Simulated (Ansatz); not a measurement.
Molecule: HfF (charge +1, triplet). SMILES: [F][Hf+]

Atoms: Hf1, F2. Bonds: Hf1-F2.

Bond lengths (Å) and angles (degrees) optimised at HF/6-31G* with LANL2DZ past Ar with Ansatz (a quantum-chemistry and plane-wave program); B3LYP/LANL2DZ with Ansatz; B3LYP/6-31G* with LANL2DZ past Ar with Ansatz, each started from the B3LYP-D3(BJ)/def2-TZVP structure (Ansatz) of the last column. A row stands for all coordinates that are equal there. 6-31G* holds six Cartesian d functions.

| coordinate | HF/6-31G* with LANL2DZ past Ar | B3LYP/LANL2DZ | B3LYP/6-31G* with LANL2DZ past Ar | B3LYP-D3(BJ)/def2-TZVP |
|---|---|---|---|---|
| Hf1-F2 | 1.811 | 1.834 | 1.801 | 1.829 |

Mean signed difference of all 1 bond lengths from B3LYP-D3(BJ)/def2-TZVP: HF/6-31G* with LANL2DZ past Ar -0.017 Å, B3LYP/LANL2DZ 0.006 Å, B3LYP/6-31G* with LANL2DZ past Ar -0.027 Å.
